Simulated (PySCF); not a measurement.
## Zr⁺ (zirconium, charge +1) across methods

[Kr] 4d2 5s1, high-spin 4F determinant. Calculation: PySCF 2.14, in x2c-QZVPPall; the spin-free X2C one-electron Hamiltonian (Gaussian nucleus).

```
method  E (hartree)  mean ε 4p β (eV)  mean ε 4d α (eV)  mean ε 5s α (eV)  Σ⟨r²⟩ (bohr²)   ⟨S²⟩
   PBE     -3597.65           -38.278           -10.959           -10.449          44.70  3.751
   UHF  -3596.03555           -45.729           -15.469           -12.430          45.34  3.756
r2SCAN     -3598.04           -39.045           -11.299           -10.557          44.61  3.752
  TPSS     -3597.90           -38.514           -11.068           -10.317          44.66  3.751
   LDA     -3593.59           -38.494           -10.877           -10.694          44.57  3.750
  BLYP     -3598.16           -38.142           -10.702           -10.311          44.77  3.751
M06-2X     -3598.28           -42.625           -13.115           -11.938          44.54  3.751
```

Task: Estimate the same row for PBE0.

Result: E (hartree) = -3597.73; mean ε 4p β (eV) = -40.435; mean ε 4d α (eV) = -12.221; mean ε 5s α (eV) = -11.045; Σ⟨r²⟩ (bohr²) = 44.61; ⟨S²⟩ = 3.752.
